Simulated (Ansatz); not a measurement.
The cluster Be₃O₃⁺. The state is a doublet with charge 1. Geometry PBE0-D4/def2-SVP, basis def2-TZVP, Ansatz.

```xyz
6

Be    0.7151   -0.7920    2.2095
Be   -0.6537    0.7819    0.1323
Be    0.4654   -0.5723   -0.7160
O    -0.9900   -0.0476   -1.2304
O     0.2814   -0.3085    0.8633
O     0.1818    0.9386   -1.2588
```

| run | HOMO (eV) | LUMO (eV) |
| --- | --- | --- |
| A | -9.85 | -8.85 |
| B | -9.82 | -8.68 |
| C | -12.79 | -5.95 |
| D | -9.93 | -8.07 |
| E | -10.70 | -7.86 |

The structure holds 1 bond(s) between oxygen atoms. Another isomer (doublet) lies 3.87 eV lower at PBE0-D4/def2-TZVP; other spin states weren't run for this one.

HOMO and LUMO are taken over both spins.

Task: The runs used LDA (SPW92), PBE, PBE0, r2SCAN, ωB97X-V. Estimate which is which.

Result: A LDA (SPW92) (0 % exact exchange); B PBE (0 % exact exchange); C ωB97X-V (range-separated); D r2SCAN (0 % exact exchange); E PBE0 (25 % exact exchange). Exact exchange lowers occupied and raises empty levels; among semilocal functionals meta-GGAs tend to open the gap a little, and such runs are hard to tell apart. The gap grows from 1.00 eV (LDA (SPW92)) to 6.84 eV (ωB97X-V).
